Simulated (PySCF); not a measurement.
## Ne (neon, neutral) across methods

[Ne], closed-shell 1S. All numbers are calculated (PySCF 2.14, no relativity, point nucleus, in def2-TZVPPD (6s4p3d1f, 40 functions)). The B2PLYP total includes its PT2 part (frozen core); its orbital energies are those of the SCF part.

```
 method  E (hartree)  mean ε 1s (eV)  mean ε 2s (eV)  mean ε 2p (eV)  Σ⟨r²⟩ (bohr²)   ⟨S²⟩
   PBE0    -128.8656         -845.31         -40.559         -15.997          9.671  0.000
 B2PLYP    -128.9192         -863.34         -45.016         -18.753          9.585  0.000
wB97M-V    -128.9439         -849.08         -43.359         -18.586          9.752  0.000
    UHF   -128.54180         -891.84         -52.535         -23.150          9.387  0.000
  M06-L    -128.9526         -836.78         -38.792         -13.748          9.503  0.000
    LDA    -128.2255         -824.82         -35.993         -13.555          9.870  0.000
r2SCANh    -128.9239         -842.27         -39.727         -14.978          9.610  0.000
    PBE    -128.8595         -829.74         -36.269         -13.343          9.845  0.000
```

Problem. Estimate the same row for r2SCAN.

Solution. E (hartree) = -128.9282; mean ε 1s (eV) = -836.75; mean ε 2s (eV) = -38.262; mean ε 2p (eV) = -13.984; Σ⟨r²⟩ (bohr²) = 9.647; ⟨S²⟩ = 0.000.
